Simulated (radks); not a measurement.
Results of a calculation; reference values are marked as such.
Problem. Radial electron density D(r) = 4 pi r^2 rho(r) of an atom or ion with 52 electrons. Code: a radial shooting solver on a logarithmic mesh with Libxc functionals. Model: scalar-relativistic Kohn-Sham, PBE, spin-polarised, spherical densities, finite nucleus; Fermi nuclear charge, rms radius of each element as measured or else 0.836 A^(1/3) + 0.57 fm.

r (bohr)   D(r) (e/bohr)   spin D(r)
0.0009154          1.933  -0.0000133
0.001211           3.125  -0.0000210
0.001603           4.999  -0.0000322
0.00212            7.885  -0.0000471
0.002806           12.21  -0.0000627
0.003712           18.45  -0.0000674
0.004912           26.99  -0.0000246
0.006499           37.85    0.000163
0.008599           50.23    0.000735
0.01138            62.05     0.00223
0.01505            70.11     0.00575
0.01976            71.58      0.0129
0.02614            67.03      0.0264
0.03459            62.75      0.0468
0.04577            68.03      0.0680
0.06056            83.51      0.0724
0.08013            93.59      0.0414
0.106              83.54    -0.00242
0.1403             68.19      0.0214
0.1856             72.81       0.125
0.2456             78.58       0.129
0.3249             54.29     0.00424
0.4299             28.70       0.126
0.5688             29.73       0.354
0.7527             28.91      0.0974
0.9959             15.83      0.0757
1.318              7.631       0.935
1.743              5.020        1.47
2.307              2.428       0.900
3.052             0.5719       0.228
4.038            0.05580      0.0227
5.343           0.001729    0.000670

What is the nuclear charge?

Solution. Z = 55. The innermost maximum, from 1s, lies near gamma/Z bohr with gamma = sqrt(1 - (Z/c)^2) = 0.916, here 0.0167 bohr (found: 0.0182), and its height grows with Z. The density is that of the caesium ion Cs3+ in [Kr] 4d10 5s2 5p4; the configuration itself is not fixed sharply by these data, and Z only to a few units. D(r) has 4 maxima, at r = 0.0182, 0.0808, 0.230, 0.652 bohr, and minima at 0.0354, 0.152, 0.477 bohr, inside which lie 1.98, 11.20, 28.97 electrons.
